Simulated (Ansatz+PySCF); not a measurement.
Two shapes of singlet H₈.

Shape 1:

```xyz
8

H     0.0000    0.0000    0.0000
H     0.0000    0.0000    1.8000
H     0.0000    0.0000    3.6000
H     0.0000    0.0000    5.4000
H     0.0000    0.0000    7.2000
H     0.0000    0.0000    9.0000
H     0.0000    0.0000   10.8000
H     0.0000    0.0000   12.6000
```

Shape 2:

```xyz
8

H     0.0000    0.0000    0.0000
H     0.0000    0.0000    1.0000
H     0.0000    0.0000    2.0000
H     0.0000    0.0000    3.0000
H     0.0000    0.0000    4.0000
H     0.0000    0.0000    5.0000
H     0.0000    0.0000    6.0000
H     0.0000    0.0000    7.0000
```

Basis set: cc-pVDZ (spherical functions). Charge 0, multiplicity 1.

Computed with Ansatz (development build ahead of 0.2.0); each method stands on the lowest determinant of its kind that the runs found.

(1) Which shape is lower in energy, and by how much in each method?

Results:

(1)

```json
{"method": "RHF", "E(2) − E(1) (eV)": "-13.272"}
{"method": "UHF", "E(2) − E(1) (eV)": "-7.094"}
{"method": "PBE (unrestricted)", "E(2) − E(1) (eV)": "-10.539"}
{"method": "r²SCAN (restricted)", "E(2) − E(1) (eV)": "-11.815"}
{"method": "r²SCAN (unrestricted)", "E(2) − E(1) (eV)": "-10.253"}
```

Shape 2 is lower. Caution for RHF, r²SCAN (restricted): an unrestricted determinant lies well below. Caution for UHF: the unrestricted determinant is a mixture of spin states; the determinant breaks the point group. Caution for UHF, PBE (unrestricted), r²SCAN (unrestricted): the unrestricted determinant is spin contaminated.
